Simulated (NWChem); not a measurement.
System: CH7ClSi2; SMILES Cl[SiH2][SiH2]C

The following NWChem deck was run.

```
start job
memory heap 200 mb stack 900 mb global 1100 mb
geometry units angstroms noautosym nocenter noautoz
  Si     0.892791     0.649512     0.319496
  Cl    -0.796045     1.796855    -0.120501
  Si     0.396923    -1.543019    -0.350689
  C     -1.240855    -2.074991     0.408871
  H      1.141292     0.756784     1.789013
  H      2.056983     1.245624    -0.400417
  H      1.515376    -2.448781     0.065885
  H      0.322614    -1.555589    -1.845490
  H     -1.163806    -2.136792     1.504955
  H     -1.549319    -3.060341     0.027955
  H     -2.024336    -1.343171     0.160072
end
basis spherical
  Si library 6-31g*
  Cl library 6-31g*
  C library 6-31g*
  H library 6-31g*
end
dft
  xc hfexch
  iterations 150
  mulliken
end
task dft energy
esp
  recalculate
  probe 0.07
  range 0.3
  factor 1.0
  spacing 0.02
end
task esp
```

Excerpt of the output:

```
             Northwest Computational Chemistry Package (NWChem) 7.3.0
             --------------------------------------------------------

                             Geometry "geometry" -> ""
                             -------------------------

 Output coordinates in angstroms (scale by  1.889725989 to convert to a.u.)

  No.       Tag          Charge          X              Y              Z
 ---- ---------------- ---------- -------------- -------------- --------------
    1 Si                  14.0000     0.89279100     0.64951200     0.31949600
    2 Cl                  17.0000    -0.79604500     1.79685500    -0.12050100
    3 Si                  14.0000     0.39692300    -1.54301900    -0.35068900
    4 C                    6.0000    -1.24085500    -2.07499100     0.40887100
    5 H                    1.0000     1.14129200     0.75678400     1.78901300
    6 H                    1.0000     2.05698300     1.24562400    -0.40041700
    7 H                    1.0000     1.51537600    -2.44878100     0.06588500
    8 H                    1.0000     0.32261400    -1.55558900    -1.84549000
    9 H                    1.0000    -1.16380600    -2.13679200     1.50495500
   10 H                    1.0000    -1.54931900    -3.06034100     0.02795500
   11 H                    1.0000    -2.02433600    -1.34317100     0.16007200

 Effective nuclear repulsion energy (a.u.)     266.7721202396

  xc_inp: hfexch multiplicative factor not found.

                                 NWChem DFT Module
                                 -----------------

 Summary of "ao basis" -> "ao basis" (spherical)
 ------------------------------------------------------------------------------
       Tag                 Description            Shells   Functions and Types
 ---------------- ------------------------------  ------  ---------------------
 Si                          6-31g*                  8       18   4s3p1d
 Cl                          6-31g*                  8       18   4s3p1d
 C                           6-31g*                  6       14   3s2p1d
 H                           6-31g*                  2        2   2s

            General Information
            -------------------
          SCF calculation type: DFT
          Wavefunction type:  closed shell.
          No. of atoms     :    11
          No. of electrons :    58
           Alpha electrons :    29
            Beta electrons :    29
          Charge           :     0
          Spin multiplicity:     1
          Use of symmetry is: off; symmetry adaption is: off
          Maximum number of iterations: 150
          AO basis - number of functions:    82
                     number of shells:    44
          Convergence on energy requested:  1.00D-06
          Convergence on density requested:  1.00D-05
          Convergence on gradient requested:  5.00D-04

              XC Information
              --------------
                     Hartree-Fock (Exact) Exchange  1.000

      Superposition of Atomic Density Guess
      -------------------------------------

 Sum of atomic energies:       -1078.23307968

      Non-variational initial energy
      ------------------------------

 Total energy =   -1079.726903
 1-e energy   =   -2021.507613
 2-e energy   =     675.008590
 HOMO         =      -0.298507
 LUMO         =       0.025507

     ---------------------------------------------
      Total Density - Mulliken Population Analysis
     ---------------------------------------------

    Atom       Charge   Shell Charges
 -----------   ------   -------------------------------------------------------
    1 Si  14    13.50   2.00  2.00  5.97  0.98  1.59  0.34  0.50  0.12
    2 Cl  17    17.44   2.00  2.00  5.98  1.38  3.72  0.57  1.78  0.01
    3 Si  14    13.65   2.00  2.00  5.97  0.98  1.71  0.33  0.55  0.11
    4 C    6     6.97   2.00  0.72  2.09  0.72  1.42  0.02
    5 H    1     1.05   0.47  0.58
    6 H    1     1.05   0.47  0.58
    7 H    1     1.05   0.47  0.59
    8 H    1     1.06   0.47  0.59
    9 H    1     0.74   0.45  0.29
   10 H    1     0.74   0.45  0.29
   11 H    1     0.75   0.45  0.29

   convergence    iter        energy       DeltaE   RMS-Dens  Diis-err
 ---------------- ----- ----------------- --------- --------- ---------
 d= 0,ls=0.0,diis     1  -1079.2523343601 -1.35D+03  6.45D-03  2.25D-01
 d= 0,ls=0.0,diis     2  -1079.2982663540 -4.59D-02  2.01D-03  2.35D-02
 d= 0,ls=0.0,diis     3  -1079.3030505445 -4.78D-03  8.34D-04  2.61D-03
 d= 0,ls=0.0,diis     4  -1079.3036831236 -6.33D-04  1.27D-04  4.49D-05
 d= 0,ls=0.0,diis     5  -1079.3036956689 -1.25D-05  4.19D-05  5.38D-06
  Resetting Diis
 d= 0,ls=0.0,diis     6  -1079.3036971174 -1.45D-06  1.22D-05  2.14D-07
 d= 0,ls=0.0,diis     7  -1079.3036972063 -8.89D-08  2.20D-06  1.42D-08

         Total DFT energy =    -1079.303697206340
      One electron energy =    -2024.496827688770
           Coulomb energy =      754.473132600094
    Exchange-Corr. energy =      -76.052122357253
 Nuclear repulsion energy =      266.772120239589

 Numeric. integr. density =        0.000000000000

                       DFT Final Molecular Orbital Analysis
                       ------------------------------------

 Vector   27  Occ=2.000000D+00  E=-4.642676D-01
              MO Center= -4.6D-01, -1.6D+00,  1.8D-04, r^2= 3.4D+00
   Bfn.  Coefficient  Atom+Function         Bfn.  Coefficient  Atom+Function
  ----- ------------  ---------------      ----- ------------  ---------------
    57     -0.332861   4 C  px               43      0.311358   3 Si px
    61     -0.223945   4 C  px               45     -0.184614   3 Si pz
    59      0.165708   4 C  pz               26     -0.161567   2 Cl py
    74      0.149291   7 H  s                76      0.131930   8 H  s
    39     -0.130638   3 Si px               73      0.111702   7 H  s

 Vector   28  Occ=2.000000D+00  E=-4.437219D-01
              MO Center= -9.1D-02,  1.4D+00,  1.0D-01, r^2= 3.2D+00
   Bfn.  Coefficient  Atom+Function         Bfn.  Coefficient  Atom+Function
  ----- ------------  ---------------      ----- ------------  ---------------
    27      0.540653   2 Cl pz               31      0.323076   2 Cl pz
    25     -0.223110   2 Cl px               70     -0.221006   5 H  s
    72      0.220173   6 H  s                23     -0.209258   2 Cl pz
     9     -0.170172   1 Si pz               71      0.141614   6 H  s
    69     -0.140804   5 H  s                29     -0.133427   2 Cl px

 Vector   29  Occ=2.000000D+00  E=-3.939350D-01
              MO Center=  3.5D-01, -5.7D-02, -3.9D-03, r^2= 4.1D+00
   Bfn.  Coefficient  Atom+Function         Bfn.  Coefficient  Atom+Function
  ----- ------------  ---------------      ----- ------------  ---------------
    44     -0.341469   3 Si py                8      0.339183   1 Si py
    26     -0.325868   2 Cl py               30     -0.220766   2 Cl py
    70      0.146524   5 H  s                72      0.145322   6 H  s
    40      0.132054   3 Si py               74      0.130466   7 H  s
     4     -0.126880   1 Si py                6     -0.125857   1 Si s

 Vector   30  Occ=0.000000D+00  E= 1.037698D-01
              MO Center=  9.3D-01,  1.2D-01,  2.2D-01, r^2= 5.3D+00
   Bfn.  Coefficient  Atom+Function         Bfn.  Coefficient  Atom+Function
  ----- ------------  ---------------      ----- ------------  ---------------
    11      0.990262   1 Si px               28      0.805396   2 Cl s
    10     -0.536286   1 Si s                12     -0.506261   1 Si py
    60      0.417591   4 C  s                29      0.405390   2 Cl px
    47      0.345798   3 Si px               30     -0.318089   2 Cl py
    13      0.271273   1 Si pz               74     -0.248220   7 H  s

 Vector   31  Occ=0.000000D+00  E= 1.336693D-01
              MO Center=  5.8D-01, -7.9D-01,  1.1D-02, r^2= 5.9D+00
   Bfn.  Coefficient  Atom+Function         Bfn.  Coefficient  Atom+Function
  ----- ------------  ---------------      ----- ------------  ---------------
    48      0.932082   3 Si py               12      0.870223   1 Si py
    60      0.766996   4 C  s                10     -0.652568   1 Si s
    47      0.532945   3 Si px               70      0.519446   5 H  s
    76     -0.505683   8 H  s                46      0.467060   3 Si s
    49     -0.435976   3 Si pz               72     -0.430322   6 H  s

 Vector   32  Occ=0.000000D+00  E= 1.497082D-01
              MO Center=  8.8D-01, -4.7D-01, -1.3D-01, r^2= 7.5D+00
   Bfn.  Coefficient  Atom+Function         Bfn.  Coefficient  Atom+Function
  ----- ------------  ---------------      ----- ------------  ---------------
    46     -1.594076   3 Si s                10      1.521002   1 Si s
    48     -1.433495   3 Si py               12     -1.296358   1 Si py
    49     -0.831887   3 Si pz               11     -0.686106   1 Si px
    13     -0.686090   1 Si pz               60      0.380142   4 C  s
    47      0.322382   3 Si px               76     -0.252063   8 H  s

     ---------------------------------------------
      Total Density - Mulliken Population Analysis
     ---------------------------------------------

    Atom       Charge   Shell Charges
 -----------   ------   -------------------------------------------------------
    1 Si  14    13.44   2.00  2.00  5.97  0.96  1.84  0.24  0.23  0.20
    2 Cl  17    17.38   2.00  2.00  5.98  1.34  3.60  0.63  1.81  0.02
    3 Si  14    13.45   2.00  2.00  5.98  0.92  1.86  0.25  0.27  0.17
    4 C    6     6.80   2.00  0.63  2.05  0.75  1.34  0.03
    5 H    1     1.12   0.50  0.63
    6 H    1     1.12   0.50  0.62
    7 H    1     1.14   0.50  0.64
    8 H    1     1.13   0.50  0.64
    9 H    1     0.81   0.51  0.30
   10 H    1     0.80   0.51  0.29
   11 H    1     0.80   0.51  0.29

     -------------------------------------------
      Total Density - Lowdin Population Analysis
     -------------------------------------------

    Atom       Charge   Shell Charges
 -----------   ------   -------------------------------------------------------
    1 Si  14    13.69   2.00  1.98  5.89  0.68  1.67  0.38  0.84  0.25
    2 Cl  17    17.24   2.00  1.99  5.92  1.14  3.37  0.68  2.13  0.02
    3 Si  14    13.68   2.00  1.98  5.89  0.65  1.71  0.37  0.86  0.22
    4 C    6     6.60   1.99  0.56  1.88  0.48  1.64  0.05
    5 H    1     1.06   0.50  0.56
    6 H    1     1.06   0.50  0.56
    7 H    1     1.07   0.50  0.57
    8 H    1     1.06   0.50  0.57
    9 H    1     0.85   0.48  0.37
   10 H    1     0.85   0.48  0.37
   11 H    1     0.84   0.48  0.36

     Multipole analysis of the density
     ---------------------------------

     L   x y z        total         alpha         beta         nuclear
     -   - - -        -----         -----         ----         -------
     0   0 0 0     -0.000000    -29.000000    -29.000000     58.000000

     1   1 0 0      0.368055      2.662493      2.662493     -4.956931
     1   0 1 0     -0.742878      2.420418      2.420418     -5.583715
     1   0 0 1      0.221546     -1.089184     -1.089184      2.399914

     2   2 0 0    -36.763454   -106.163288   -106.163288    175.563122
     2   1 1 0      2.107997      1.345810      1.345810     -0.583623
     2   1 0 1      0.167738      1.449738      1.449738     -2.731738
     2   0 2 0    -38.740474   -280.480051   -280.480051    522.219628
     2   0 1 1     -0.159267     -3.218384     -3.218384      6.277501
     2   0 0 2    -37.123023    -42.600341    -42.600341     48.077658

                     NWChem Electrostatic Potential Fit Module
                     -----------------------------------------

 Atom parameters

 Number of atoms is                                   11
 Number of basis functions is                         82

 Grid parameters

 Maximum number of grid points is                  48847
 Number of grid points is                          48846
 Grid range                                     0.300000 nm
 Grid spacing                                   0.020000 nm
 Probe radius                                   0.070000 nm
 Atom radius factor                             1.000000

 Atomic radii

    1    0.100000
    6    0.147000
   14    0.187000
   17    0.169000
 FASTESP  F
  using M.O. file = ./job.movecs

    Atom              Coordinates                           Charge

                                                  ESP

    1 Si    0.089279    0.064951    0.031950    0.494580
    2 Cl   -0.079605    0.179686   -0.012050   -0.303190
    3 Si    0.039692   -0.154302   -0.035069    0.423173
    4 C    -0.124086   -0.207499    0.040887   -0.171362
    5 H     0.114129    0.075678    0.178901   -0.121562
    6 H     0.205698    0.124562   -0.040042   -0.122842
    7 H     0.151538   -0.244878    0.006589   -0.156574
    8 H     0.032261   -0.155559   -0.184549   -0.149451
    9 H    -0.116381   -0.213679    0.150496    0.023706
   10 H    -0.154932   -0.306034    0.002796    0.047242
   11 H    -0.202434   -0.134317    0.016007    0.036281
                                            ------------
                                                0.000000

 Dipole moment                                  0.873845

 Quadrupole moment Qxx                          2.672348
                   Qyy                         -6.388879
                   Qzz                          3.716531

 RMS deviation kJ/mol                           0.057552

 RRMS %                                        36.885579
```

Level: Hartree-Fock/6-31G* (spherical d). Coordinates come from a PBE0/def2-SVP optimisation.
